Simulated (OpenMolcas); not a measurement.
**As I: effect of the active space**

```json
{
  "Program": "OpenMolcas 26.06",
  "Method": "SS-CASPT2 or its RAS form, IPEA 0.25 Eh, imaginary shift 0.1 Eh",
  "Basis": "ANO-RCC",
  "Scalar Hamiltonian": "DKH2, point nucleus",
  "Spin-orbit coupling": "state interaction with AMFI integrals over the reference wave functions, term energies averaged over their components"
}
```

A. 5 electrons in 8 orbitals (4s 4p 5s 5p); 2S+1 = 4 odd, 1 root; 2S+1 = 2 odd, 8 roots; 2S+1 = 4 even, 3 roots; 2S+1 = 2 even, 9 roots; closed shells correlated: 3d; CASPT2 step roughly 60 core-seconds
B. 3 electrons in 9 orbitals (RAS2 4p; RAS3 4d 5s, at most 1 electron); 2S+1 = 4 odd, 1 root; 2S+1 = 2 odd, 8 roots; 2S+1 = 4 even, 15 roots; 2S+1 = 2 even, 18 roots; closed shells correlated: 3d 4s; CASPT2 step roughly 50 core-seconds
C. 5 electrons in 9 orbitals (RAS2 4s 4p; RAS3 4d, at most 2 electrons); 2S+1 = 4 odd, 1 root; 2S+1 = 2 odd, 8 roots; 2S+1 = 4 even, 3 roots; 2S+1 = 2 even, 5 roots kept (CI in the orbitals of an earlier block, 0 in the spin-orbit step); closed shells correlated: 3d; CASPT2 step roughly 19 core-seconds

Energies in cm⁻¹ above 4s² 4p³ ⁴S°_3/2, the measured ground level; measured values from NIST Handbook of Basic Atomic Spectroscopic Data.

```tsv
Level	A	B	C	Measured
4s² 4p³ ⁴S°_3/2	0.0	0.0	0.0	0.0
4s² 4p³ ²D°_3/2	11220	11260	10820	10593
4s² 4p³ ²D°_5/2	11490	11440	11040	10915
4s² 4p³ ²P°_1/2	18790	21560	18710	18186
4s² 4p³ ²P°_3/2	19080	21800	18990	18648
```

Deviations, from unrounded energies. A percentage is the sum of absolute deviations over the sum of measured energies, with the sign that they share, or ± where signs differ.

| Against measurement | Levels | A | B | C |
| --- | --- | --- | --- | --- |
| mean absolute deviation (cm-1) | 4 | 560 | 1900 | 310 |
| other terms of the ground configuration (%) | 4 | +3.8 | +13.2 | +2.1 |

C lies closest to measurement on these levels and B furthest from it. The largest miss of C in the table is 4s² 4p³ ²P°_1/2, by +530 cm-1. The ranking rests on the paired levels alone, and a cruder setting can come out closer through cancelling errors.

Among A to C the level of the table that moves most is 4s² 4p³ ²P°_1/2, by 2800 cm-1 (lowest in C, highest in B). Moves below CASPT2's spread within the term are not significant.

Term energies are means over components that CASPT2 splits; among the terms shown or strongly mixed into the levels shown the widest spread is 160 cm-1 (4s² 4p³ ²D°, B). The run also gave levels led by 4s² 4p² 5s, which use shells meant for correlation; these and all levels above them are left out (holds for A). With the s shell closed, the reference lacks s² → p² mixing (holds for B). Some terms miss by over 15 % even with CASPT2, which points to a basis or an active space too small for the shells correlated (holds for B). Some high roots are left out of the spin-orbit mixing, which shifts the levels that they would mix with (holds for C). Active for correlation alone: 4d; no level in the range computed is led by a configuration that fills it, so any true level of that kind is missing (holds for C). Measured partners are found by configuration, term and J. A level has none where our copy of the source lacks it or the pairing is in doubt (some pairs that miss far off the trend of their configuration count as doubtful), and it then counts in no deviation. Only configurations of the active space appear. Levels that lie high or do not pair safely by name in every column are left out.

° marks odd parity.
